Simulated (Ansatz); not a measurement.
Li₃Si₂, relaxed as a quartet with UKS PBE0-D4/def2-TZVP in Ansatz, starting from the PBE0-D4/def2-TZVP geometry of the neutral doublet. Force threshold 0.02 eV/Å.

The relaxation made no stability test and no search for a lower SCF solution. At PBE0-D4/def2-TZVP a doublet of charge 0 lies 0.94 eV below the quartet, each at its own geometry. The structure comes from a short search, and lower isomers may exist.

Start:

| atom | x (Å) | y (Å) | z (Å) |
| --- | --- | --- | --- |
| Li1 | -0.4524 | 1.6772 | 0.9575 |
| Li2 | -0.9104 | -1.3113 | 1.4370 |
| Li3 | 1.1809 | 0.0245 | -2.0373 |
| Si4 | -0.8853 | -0.1385 | -0.7444 |
| Si5 | 1.0672 | -0.2519 | 0.3871 |

```csv
step,energy (eV),largest force component (eV/Å),SCF passes
1,-16359.7162,0.919,21
2,-16359.8504,0.344,25
3,-16359.8886,0.060,25
4,-16359.9144,0.028,23
5,-16359.9155,0.051,23
6,-16359.9175,0.018,22
```

Force components are those of the run's own axes.

End:

```xyz
5

Li   -0.339    2.004    0.793
Li   -0.729   -1.743    1.081
Li    1.070   -0.264   -1.876
Si   -1.021    0.062   -0.589
Si    1.020   -0.060    0.592
```

By distances, no bond broke or formed. The bond that changes most is Si4–Si5, from 2.26 to 2.36 Å (atoms count from 1).

No frequencies were taken in this run, so the end may be a saddle point.

Run time 9 s (4 threads of Arm Neoverse V1 on a shared host).
